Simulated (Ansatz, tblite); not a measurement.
Spin states of the cluster As₆P₂, each relaxed with PBE-D4/def2-SVP in Ansatz. Electronic energies in the gas phase.

The xTB rows come from tblite. Correlated methods freeze 64 core orbitals; core or outer-core shells of As are correlated, in sets that lack core-valence functions. The structure comes from a short search, and lower isomers may exist.

Singlet geometry:

Cartesian coordinates in Å:
```
P -1.102 -0.489 -1.479
P -0.957 0.336 1.853
As 2.467 0.602 -0.876
As 0.465 -1.491 1.504
As 1.017 -1.363 -0.953
As -1.880 -1.502 0.636
As -1.142 1.513 -0.239
As 1.132 2.395 -0.444
```

Triplet geometry (Cs within 0.1 Å):

```
atom   x (Å)   y (Å)   z (Å)
  P1   0.426   1.297  -1.433
  P2  -0.156  -1.871  -0.622
 As3  -0.319   0.650   2.301
 As4   1.055  -1.165   1.310
 As5   1.491   1.216   0.699
 As6   1.383  -0.788  -2.090
 As7  -1.524  -0.019  -1.170
 As8  -2.355   0.679   1.005
```

Quintet geometry:

Cartesian coordinates in Å:
```
P 1.758 1.165 0.132
P -1.351 -0.749 1.372
As 0.421 -0.921 -2.327
As -2.018 0.859 -0.179
As 0.149 1.405 -1.446
As -1.529 1.461 2.109
As 1.043 -0.859 1.066
As 1.526 -2.360 -0.727
```

⟨S²⟩: triplet 2.02 at PBE0-D4/def2-SVP (pure 2.00), quintet 6.03 at PBE0-D4/def2-SVP (pure 6.00).

Run but left out: HF/STO-3G (singlet: restricted singlet, unstable in another Hartree–Fock run and untested here); HF/def2-SVP (singlet: restricted singlet, unstable towards broken spin symmetry).

Only these spin states were relaxed. The triplet has other bonds than the singlet, so the gap mixes isomer and spin. The quintet has other bonds than the singlet, so the gap mixes isomer and spin.

```json
{"level": "GFN1-xTB", "triplet − singlet (kcal/mol)": "23.8", "quintet − singlet (kcal/mol)": "80.1", "lowest of these": "singlet", "remarks": "–"}
{"level": "GFN2-xTB", "triplet − singlet (kcal/mol)": "25.5", "quintet − singlet (kcal/mol)": "74.6", "lowest of these": "singlet", "remarks": "–"}
{"level": "PBE-D4/def2-SVP", "triplet − singlet (kcal/mol)": "13.0", "quintet − singlet (kcal/mol)": "63.8", "lowest of these": "singlet", "remarks": "restricted SCF unstable in HF (singlet)"}
{"level": "PBE0-D4/def2-SVP", "triplet − singlet (kcal/mol)": "9.5", "quintet − singlet (kcal/mol)": "63.8", "lowest of these": "singlet", "remarks": "restricted SCF unstable in HF (singlet)"}
{"level": "MP2/def2-SVP", "triplet − singlet (kcal/mol)": "19.0", "quintet − singlet (kcal/mol)": "83.3", "lowest of these": "singlet", "remarks": "restricted SCF unstable (singlet)"}
```

The xTB methods have no spin-polarisation term.
